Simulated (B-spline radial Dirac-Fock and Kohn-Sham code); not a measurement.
## Magnetic form factor of the 4d shell of Os³⁹⁺

System: osmium as Os³⁹⁺ in the configuration [Kr] 4d1.

These are calculated numbers from a radial B-spline solver; the model is Dirac-Fock orbitals of the configuration average with a finite nucleus. ⟨j_K⟩ is the integral of the 4d radial density with the spherical Bessel function j_K(4πsr), s = sin θ/λ.

| s (Å⁻¹) | ⟨j0⟩ | ⟨j2⟩ | ⟨j4⟩ |
| --- | --- | --- | --- |
| 0 | 1.0000 | 0.0000 | 0.0000 |
| 0.05 | 0.9966 | 0.0014 | 0.0000 |
| 0.1 | 0.9865 | 0.0054 | 0.0000 |
| 0.15 | 0.9699 | 0.0120 | 0.0001 |
| 0.2 | 0.9470 | 0.0210 | 0.0002 |
| 0.25 | 0.9182 | 0.0322 | 0.0004 |
| 0.3 | 0.8842 | 0.0453 | 0.0008 |
| 0.35 | 0.8453 | 0.0600 | 0.0014 |
| 0.4 | 0.8023 | 0.0759 | 0.0023 |
| 0.45 | 0.7558 | 0.0926 | 0.0036 |
| 0.5 | 0.7066 | 0.1099 | 0.0054 |
| 0.6 | 0.6030 | 0.1442 | 0.0103 |
| 0.7 | 0.4973 | 0.1759 | 0.0174 |
| 0.8 | 0.3948 | 0.2025 | 0.0268 |
| 0.9 | 0.3000 | 0.2221 | 0.0383 |
| 1 | 0.2163 | 0.2337 | 0.0514 |
| 1.1 | 0.1457 | 0.2368 | 0.0655 |
| 1.2 | 0.0892 | 0.2320 | 0.0797 |
| 1.4 | 0.0172 | 0.2024 | 0.1054 |
| 1.6 | -0.0092 | 0.1564 | 0.1231 |

Radial moments of the shell: ⟨r²⟩ = 0.1842, ⟨r⁴⟩ = 0.04935, ⟨r⁶⟩ = 0.01733 in powers of bohr.
